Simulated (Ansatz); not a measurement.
Computed with Ansatz on PBE0-D4/def2-TZVP structures; ΔE is electronic, products minus reactants. CBS: MP2 limit from def2 TZ/QZ plus the TZ coupled-cluster correction, frozen cores. Functionals use def2-TZVPP. B3LYP here is the variant with VWN-RPA as its local correlation; programs differ in this. Elements past krypton have def2 core potentials. For Sn outer-core shells are correlated without core-valence functions, which leaves a few kJ/mol of doubt a bond. Each species was taken in one conformer, which may not be the lowest.

Reaction (formal exchange of groups at a C–Si bond): `BC[SiH2]CF` + `[CH3][SnH3]` → `B[CH2][SnH2][CH3]` + `FC[SiH3]`

```csv
level,ΔE (kJ/mol)
PBE-D4,1.6
B3LYP,3.8
```

Task: What does CCSD(T)/CBS give? (Estimate.)

Result: Ansatz gave: -6.0 kJ/mol. The listed levels differ from it by 7.6, 9.8 kJ/mol.

Largest T1 diagnostic among the species: 0.012.

In def2-TZVPP, CCSD(T) changes the Hartree–Fock value by −13.9 kJ/mol (the triples alone add −2.6 kJ/mol) and MP2 by −18.3 kJ/mol.
